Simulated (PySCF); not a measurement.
PySCF input (HF/def2-TZVPD):

```python
from pyscf import gto, scf, dft

mol = gto.M(
    atom='''
    Si    0.26425806   -0.15645899    0.31984687
    Cl    1.22933227    1.33796932    1.43829372
    Cl    1.49935078   -0.42902873   -1.34623474
    O    -1.19676098    0.30373625   -0.05673706
    Si   -2.60805731   -0.77671437   -0.46072102
    H     0.39623919   -1.38670208    1.11269319
    H    -2.62164370   -1.53886171    0.88599927
    H    -1.77492968   -1.89188920   -1.13756087
    ''',
    basis='def2-tzvpd',
    charge=-1,
    spin=0,
    verbose=4,
)

mf = scf.RHF(mol).density_fit(auxbasis='def2-universal-jkfit')
mf.conv_tol = 1e-9
mf.max_cycle = 100
mf.max_memory = 1500
mf.kernel()
if not mf.converged:
    mf = mf.newton()
    mf.kernel(mf.make_rdm1())
mf.analyze()
```

End of the output:

```
Extra cycle  E= -1573.74932688557  delta_E= -2.73e-11  |g|= 2.54e-06  |ddm|= 2.94e-05
converged SCF energy = -1573.74932688557
**** SCF Summaries ****
Total Energy =                       -1573.749326885565097
Nuclear Repulsion Energy =             415.264175600860995
One-electron Energy =                -3018.493635664086014
Two-electron Energy =                 1029.480133177660036
Two-electron Coulomb Energy =         1135.017003591475259
DFT Exchange-Correlation Energy =     -105.536870413815222
HOMO-LUMO gap [eV] =                     6.886109294709910
**** MO energy ****
MO #1   energy= -104.69965773683   occ= 2
MO #2   energy= -104.697988827686  occ= 2
MO #3   energy= -68.7204447457403  occ= 2
MO #4   energy= -68.5832526437385  occ= 2
MO #5   energy= -20.3895186865236  occ= 2
MO #6   energy= -10.4293492144806  occ= 2
MO #7   energy= -10.4277295616593  occ= 2
MO #8   energy= -7.89600998019594  occ= 2
MO #9   energy= -7.89518567733077  occ= 2
MO #10  energy= -7.8951768154266   occ= 2
MO #11  energy= -7.89439712499231  occ= 2
MO #12  energy= -7.8935436699072   occ= 2
MO #13  energy= -7.89353963542149  occ= 2
MO #14  energy= -6.05918856908922  occ= 2
MO #15  energy= -5.92723052053562  occ= 2
MO #16  energy= -4.16719609130467  occ= 2
MO #17  energy= -4.16646545888084  occ= 2
MO #18  energy= -4.16551600498557  occ= 2
MO #19  energy= -4.03187604553782  occ= 2
MO #20  energy= -4.03123628579594  occ= 2
MO #21  energy= -4.03060460899022  occ= 2
MO #22  energy= -1.16004299430077  occ= 2
MO #23  energy= -0.976820337153359 occ= 2
MO #24  energy= -0.95337473555886  occ= 2
MO #25  energy= -0.582025073434764 occ= 2
MO #26  energy= -0.517340808323439 occ= 2
MO #27  energy= -0.437379347866824 occ= 2
MO #28  energy= -0.434481100040271 occ= 2
MO #29  energy= -0.407788829757229 occ= 2
MO #30  energy= -0.367582791117619 occ= 2
MO #31  energy= -0.361979027625713 occ= 2
MO #32  energy= -0.33978501162468  occ= 2
MO #33  energy= -0.334355032915602 occ= 2
MO #34  energy= -0.325439673138781 occ= 2
MO #35  energy= -0.322027979730088 occ= 2
MO #36  energy= -0.243142384320379 occ= 2
MO #37  energy= -0.108012314245059 occ= 2
MO #38  energy= 0.145047536864646  occ= 0
MO #39  energy= 0.157309235117877  occ= 0
MO #40  energy= 0.176956216719933  occ= 0
MO #41  energy= 0.185814952258891  occ= 0
MO #42  energy= 0.197339530286026  occ= 0
MO #43  energy= 0.198721135835232  occ= 0
MO #44  energy= 0.204319185330123  occ= 0
MO #45  energy= 0.219707701259958  occ= 0
MO #46  energy= 0.242867736870796  occ= 0
MO #47  energy= 0.257568025313223  occ= 0
MO #48  energy= 0.261606605367349  occ= 0
MO #49  energy= 0.266395066564246  occ= 0
MO #50  energy= 0.291241410816075  occ= 0
MO #51  energy= 0.294847031363746  occ= 0
MO #52  energy= 0.302819364603748  occ= 0
MO #53  energy= 0.310144478935323  occ= 0
MO #54  energy= 0.315054471253592  occ= 0
MO #55  energy= 0.329917983470512  occ= 0
MO #56  energy= 0.335177242630489  occ= 0
MO #57  energy= 0.349053426950115  occ= 0
MO #58  energy= 0.358953648565966  occ= 0
MO #59  energy= 0.369539513932403  occ= 0
MO #60  energy= 0.379995507166899  occ= 0
MO #61  energy= 0.382925965950479  occ= 0
MO #62  energy= 0.390061024813217  occ= 0
MO #63  energy= 0.3922189566595    occ= 0
MO #64  energy= 0.399391941246262  occ= 0
MO #65  energy= 0.403510649109482  occ= 0
MO #66  energy= 0.413993941150138  occ= 0
MO #67  energy= 0.418207998814658  occ= 0
MO #68  energy= 0.421523144003388  occ= 0
MO #69  energy= 0.440111705313273  occ= 0
MO #70  energy= 0.447620868781367  occ= 0
MO #71  energy= 0.44988836166027   occ= 0
MO #72  energy= 0.463335930883786  occ= 0
MO #73  energy= 0.472710353890382  occ= 0
MO #74  energy= 0.475304071824391  occ= 0
MO #75  energy= 0.482850992075409  occ= 0
MO #76  energy= 0.49094285674649   occ= 0
MO #77  energy= 0.498020469155854  occ= 0
MO #78  energy= 0.515442266740647  occ= 0
MO #79  energy= 0.525461131041912  occ= 0
MO #80  energy= 0.530937436329753  occ= 0
MO #81  energy= 0.543998818574276  occ= 0
MO #82  energy= 0.548614817586129  occ= 0
MO #83  energy= 0.565738603262518  occ= 0
MO #84  energy= 0.576982730393768  occ= 0
MO #85  energy= 0.585341392336585  occ= 0
MO #86  energy= 0.591527540905709  occ= 0
MO #87  energy= 0.615943531523018  occ= 0
MO #88  energy= 0.632645302814092  occ= 0
MO #89  energy= 0.6545658159696    occ= 0
MO #90  energy= 0.661135868278753  occ= 0
MO #91  energy= 0.666319249876251  occ= 0
MO #92  energy= 0.687504571040988  occ= 0
MO #93  energy= 0.697882190683284  occ= 0
MO #94  energy= 0.705972493715421  occ= 0
MO #95  energy= 0.727774689068366  occ= 0
MO #96  energy= 0.733890869645086  occ= 0
MO #97  energy= 0.738260120317276  occ= 0
MO #98  energy= 0.742267592053023  occ= 0
MO #99  energy= 0.754695409266652  occ= 0
MO #100 energy= 0.773238268937863  occ= 0
MO #101 energy= 0.786235078597632  occ= 0
MO #102 energy= 0.809152929928934  occ= 0
MO #103 energy= 0.822536993992126  occ= 0
MO #104 energy= 0.853323490706544  occ= 0
MO #105 energy= 0.87125447827934   occ= 0
MO #106 energy= 0.888889799750992  occ= 0
MO #107 energy= 0.907018451076083  occ= 0
[...]
```

It need not be the lowest isomer of its formula. Whether it binds its extra electron was not tested at this geometry.
